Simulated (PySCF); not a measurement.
Job file and geometry (Å, from PBE0-D3(BJ)/def2-TZVP) of an NMR shielding run on pyrocatechol, C$_{6}$H$_{6}$O$_{2}$, GIAO PBE0/pcSseg-2 NMR shielding, non-relativistic, gas phase (PySCF 2.14.0, density-fitted response routines); density fitting, a coarse starting grid and PySCF grid level 2 are the driver's defaults:

```
$ OMP_NUM_THREADS=1 python probes_run.py task.json out

{"job": {"kind": "nmr", "xc": "PBE0", "basis": "pcSseg-2"}, "charge": 0, "multiplicity": 1}
O      1.355668    -1.980086    -0.470708
C      0.503611    -0.988801    -0.123628
C     -0.602857    -1.264088     0.659839
C     -1.475779    -0.245000     1.016903
C     -1.246524     1.052581     0.591250
C     -0.137302     1.334569    -0.196808
C      0.732086     0.320864    -0.551691
O      1.846914     0.496331    -1.321662
H      2.051381    -1.594705    -1.015824
H     -0.765507    -2.285380     0.982670
H     -2.338004    -0.471925     1.632042
H     -1.924640     1.850297     0.867791
H      0.052688     2.348146    -0.537917
H      1.930829     1.420606    -1.567419
```

Question: Write the output of this run.

Answer: 
```
coarse grid: 12408 points
cycle   1  E = -382.3003797875  dE =  1.589e+00  |g| = 7.917e-01  |ddm| = 2.803e+00
cycle   2  E = -382.2077454967  dE =  9.263e-02  |g| = 1.076e+00  |ddm| = 1.652e+00
cycle   3  E = -382.4139680872  dE = -2.062e-01  |g| = 1.298e-01  |ddm| = 1.045e+00
cycle   4  E = -382.4172955567  dE = -3.327e-03  |g| = 4.466e-02  |ddm| = 1.212e-01
cycle   5  E = -382.4177489133  dE = -4.534e-04  |g| = 1.218e-02  |ddm| = 4.074e-02
cycle   6  E = -382.4177778177  dE = -2.890e-05  |g| = 5.993e-03  |ddm| = 1.389e-02
cycle   7  E = -382.4177871029  dE = -9.285e-06  |g| = 5.513e-04  |ddm| = 4.628e-03
final grid: 121896 points
cycle   8  E = -382.4118098576  dE = -1.054e-04  |g| = 9.634e-03  |ddm| = 6.862e-02
cycle   9  E = -382.4117857478  dE =  2.411e-05  |g| = 1.468e-02  |ddm| = 1.597e-02
cycle  10  E = -382.4118289251  dE = -4.318e-05  |g| = 1.308e-03  |ddm| = 9.891e-03
cycle  11  E = -382.4118292448  dE = -3.197e-07  |g| = 4.695e-04  |ddm| = 1.694e-03
cycle  12  E = -382.4118292900  dE = -4.516e-08  |g| = 1.974e-04  |ddm| = 4.855e-04
cycle  13  E = -382.4118293001  dE = -1.009e-08  |g| = 4.591e-05  |ddm| = 1.723e-04
cycle  14  E = -382.4118293006  dE = -5.007e-10  |g| = 4.838e-06  |ddm| = 3.118e-05
converged SCF energy = -382.4118293006

GIAO shielding tensors (ppm)
atom      isotropic    diamagn.    paramagn.     s11        s22        s33       span
  0 O      232.557     383.474    -150.917    176.495    223.377    297.798    121.302
  1 C       30.218     251.902    -221.683    -41.193     11.958    119.889    161.082
  2 C       61.726     253.707    -191.981    -26.526     45.531    166.173    192.700
  3 C       54.984     251.673    -196.689    -54.280     44.849    174.384    228.665
  4 C       58.660     251.550    -192.890    -47.586     49.756    173.810    221.396
  5 C       66.126     258.509    -192.383    -20.421     61.234    157.567    177.988
  6 C       34.135     256.706    -222.571    -38.109     21.555    118.958    157.068
  7 O      237.246     385.799    -148.553    198.427    252.857    260.454     62.027
  8 H       26.121      31.482      -5.361     15.533     27.498     35.331     19.798
  9 H       24.287      30.785      -6.498     21.078     24.014     27.771      6.693
 10 H       24.373      30.066      -5.692     21.129     24.802     27.189      6.059
 11 H       24.559      30.519      -5.959     21.168     25.216     27.294      6.126
 12 H       24.741      33.624      -8.883     21.473     24.505     28.243      6.770
 13 H       27.490      32.126      -4.636     19.087     25.631     37.752     18.665
```

Question: Turn these shieldings into chemical shifts. Shifts are taken against calculated references (same method and geometry level): 17O (329.54 ppm) vs H2O; 13C (186.03 ppm) and 1H (31.52 ppm) vs TMS.

Answer: Averaging equivalent atoms: O 0/7: 94.6; C 1/6: 153.9; C 3/4: 129.2; C 2/5: 122.1; H 10/11: 7.06; H 9/12: 7.01; H 8/13: 4.72 ppm. Experimental scales use liquid or dissolved standards, which lie at an offset from isolated H2O (liquid H2O: subtract about 36 ppm).

Size and cost of the density-fitted run: 372 basis functions, 57 s wall time on 1 thread of an Arm Neoverse V2, shared host; peak memory 1.6 GiB.
